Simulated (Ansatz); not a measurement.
System: C3H3O, charge 0, multiplicity 2. It need not be the lowest isomer of its formula. SMILES: [CH](C#C)O
Geometry from a B3LYP-D3(BJ)/def2-TZVP (Ansatz, a program for electronic structure) optimisation:
```xyz
7

C      1.9014    -0.0522    -0.0944
C      0.7009    -0.2525    -0.0228
C     -0.6514    -0.4564     0.0567
O     -1.5576     0.5605     0.0508
H      2.9487     0.1121    -0.1563
H     -1.1051    -1.4320     0.1300
H     -1.0887     1.4026    -0.0164
```
Charge 0, spin multiplicity 2.

Wanted: atomisation energy (electronic, to ground-state atoms), in kJ/mol. Valence correlation only, unless marked. Open shells are spin-unrestricted. Spin-orbit coupling is left out. Non-relativistic. The coupled-cluster limit lacks core correlation, which all-electron functionals hold. CBS marks a two-point X^-3 extrapolation of the correlation energy; Hartree-Fock from the larger set.

| level | program | atomisation energy (kJ/mol) |
|---|---|---|
| PBE0-D4/def2-TZVP | Ansatz + dftd4 | 3000.0 |

Problem. What does CCSD(T)/CBS(cc-pVTZ,cc-pVQZ) (Ansatz) give?

Solution. 2950.0 kJ/mol
